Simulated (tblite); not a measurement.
Species: C2H11O2Si3 (doublet state).
Bonds: C1–C2, C2–O3, C2–Si4, Si4–O5, O5–Si6, Si6–Si7. Hydrogens: H8, H9, H10 on C1; H11 on O3; H12, H13 on Si4; H14, H15 on Si6; H16, H17, H18 on Si7.

Structure optimised with GFN2-xTB, isolated species. This method treats the open shell by occupation alone, without spin polarisation.

Question: Give the optimised bond lengths and angles.

Answer: 
| bond | length (Å) | order |
| --- | --- | --- |
| C1–C2 | 1.488 | single |
| C2–O3 | 1.366 | single |
| C2–Si4 | 1.846 | single |
| Si4–O5 | 1.634 | single |
| O5–Si6 | 1.627 | single |
| Si6–Si7 | 2.299 | single |
| C1–H8, C1–H9, C1–H10 | 1.089 | single |
| O3–H11 | 0.966 | single |
| Si4–H12, Si4–H13 | 1.469 | single |
| Si6–H14, Si6–H15 | 1.469 | single |
| Si7–H16, Si7–H17, Si7–H18 | 1.469 | single |

Bonds in one row agree within 0.01 Å and their mean is given. Orders are formal, as drawn. A selection of angles:
| angle | degrees |
| --- | --- |
| C2–C1–H8 | 110.8 |
| C2–C1–H10 | 109.9 |
| H8–C1–H9 | 107.1 |
| H8–C1–H10 | 109.1 |
| C1–C2–O3 | 114.2 |
| C1–C2–Si4 | 124.4 |
| O3–C2–Si4 | 121.4 |
| C2–O3–H11 | 108.1 |
| C2–Si4–O5 | 101.0 |
| C2–Si4–H12 | 114.9 |
| O5–Si4–H12 | 107.4 |
| H12–Si4–H13 | 109.7 |
| Si4–O5–Si6 | 150.4 |
| O5–Si6–Si7 | 109.6 |
| O5–Si6–H14 | 105.8 |
| O5–Si6–H15 | 101.0 |
| Si7–Si6–H14 | 115.3 |
| H14–Si6–H15 | 107.7 |
| Si6–Si7–H16 | 114.1 |
| Si6–Si7–H18 | 110.9 |
| H16–Si7–H17 | 105.5 |

Torsions: C1–C2–Si4–O5 180° (antiperiplanar); C2–Si4–O5–Si6 -172° (antiperiplanar); Si4–O5–Si6–Si7 46° (synclinal); H11–O3–C2–C1 179° (antiperiplanar). The mirror-image conformer, all signs reversed, is as good.

Si7 (silicon bonded to Si and 3 H) is distorted tetrahedral (angles from 105.5° to 114.1°). Si4 (silicon bonded to C, O and 2 H) is distorted tetrahedral (angles from 101.0° to 115.4°). H11 on O3 lies 2.26 Å from O5, 4 bonds away (angle at H 123°; Bondi radii sum to 2.72 Å). Si6 (silicon bonded to O, Si and 2 H) is distorted tetrahedral (angles from 101.0° to 116.0°). Of the pairs four or more bonds apart, those above aside, Si6···H11 is among the closest relative to their van der Waals radii: 3.42 Å, 104 % of the sum of Bondi's values. C2 (carbon bonded to C, O and Si) is planar (angles 124.4°, 121.4° and 114.2°, sum 360.0°, 0.00 Å off the plane of its three neighbours).

Point group: C1 (no symmetry element, even within 0.4 Å). GFN2-xTB frequencies show an imaginary mode (90i cm⁻¹), so the point is no minimum at that level. Torsions: C1–C2–O3–H 179°, C1–C2–Si4–O5 180°, C2–Si4–O5–Si6 -172°, Si4–O5–Si6–Si7 46°.

The numbers are calculated, not measured.
